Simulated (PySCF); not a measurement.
Identify the unknown among the candidates.

All candidates are C7H7N.

| technique | computed result |
| --- | --- |
| Triplet | lowest triplet excitation (Tamm–Dancoff): 4.33 eV [TDA PBE0/def2-SVPD] |
| UV, strongest line | among the 8 lowest singlet transitions: S5 at 7.49 eV (166 nm, f = 0.171) [TDDFT PBE0/def2-SVPD] |
| UV, first state | lowest singlet excitation: 6.62 eV (187 nm, f = 0.052) [TDDFT PBE0/def2-SVPD] |
| Polarisability | 79.3 au [PBE0/def2-SVPD] |
| Rotational structure | rotational constants A, B, C: 5.182, 1.245, 1.128 GHz [GFN2-xTB] |
| Dipole | 4.64 D [PBE0/def2-SVPD] |

Gas-phase values; electronic properties from PySCF, density fitting. Levels stand in brackets. The structure is a single GFN2-xTB conformer in the gas phase; no vibrational or solvent corrections.

Question: Which candidate is it?
A. `C=C[C@@H]1[C@H]2[C@@H](C#N)[C@@H]12`
B. `CC#Cn1cccc1`
C. `C=C1C[C@H](C#N)C1=C`

Answer: A. It is `C=C[C@@H]1[C@H]2[C@@H](C#N)[C@@H]12`. Numbering: `[CH2:1]=[CH:2][C@@H:3]1[C@H:4]2[C@@H:5]([C:6]#[N:7])[C@@H:8]12`. Its formula, C7H7N, gives 5 degrees of unsaturation: 2 rings and 3 π bonds in the structure found. The optimised geometry has point group C1 and is an asymmetric top.

The others, at the same levels:
- `C=C1C[C@H](C#N)C1=C` fails: its computed lowest singlet excitation is 5.22 eV (237 nm, f = 0.296) (against 6.62 eV), lowest triplet excitation (Tamm–Dancoff) is 2.88 eV (against 4.33 eV) and static isotropic polarisability is 85.3 au (against 79.3 au).
- `CC#Cn1cccc1` fails: its computed lowest singlet excitation is 5.76 eV (215 nm, f = 0.294) (against 6.62 eV), lowest triplet excitation (Tamm–Dancoff) is 4.02 eV (against 4.33 eV) and static isotropic polarisability is 90.9 au (against 79.3 au).

Each candidate is one conformer, not necessarily the lowest. The conformers computed, where there is a choice (atom-mapped SMILES and torsion angles):
- `[CH2:1]=[CH:2][C@@H:3]1[C@H:4]2[C@@H:5]([C:6]#[N:7])[C@@H:8]12`: C1–C2–C3–C4 -65°
